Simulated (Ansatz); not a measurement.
Correlation energies of `CO[SiH2]S[SiH2]OC` by basis set

Cartesian coordinates in Å:
```
C -1.427 -1.219 1.400
O -0.872 0.041 1.095
Si 0.568 0.552 1.695
S 1.168 2.272 0.616
Si 0.391 1.831 -1.335
O 1.021 0.501 -2.044
C 0.611 -0.827 -1.819
H -0.693 -2.024 1.280
H -1.811 -1.245 2.425
H -2.257 -1.400 0.715
H 0.475 0.939 3.127
H 1.550 -0.560 1.562
H -1.085 1.715 -1.275
H 0.833 2.988 -2.141
H -0.470 -0.896 -1.659
H 0.876 -1.419 -2.696
H 1.122 -1.248 -0.947
```

Charge 0, multiplicity 1. The structure was optimised at the PBE0-D4/def2-TZVP level. It is one conformer, not always the lowest. Frozen core, restricted reference, Ansatz. CBS rows extrapolate triple and quadruple zeta; past MP2 they add the triple-zeta difference.

| basis | HF (Eh) | MP2 corr. |
| --- | --- | --- |
| def2-TZVPP | -1206.94270 | -1.24259 |
| def2-QZVPP | -1206.98370 | -1.33851 |

**Question.** Estimate the CCSD correlation energy and the (T) correction in each basis where they were run (hartree).

**Answer.** 
| basis | CCSD corr. | (T) |
| --- | --- | --- |
| def2-TZVPP | -1.31331 | -0.05145 |
| CBS(def2) | -1.48028 | as TZ |
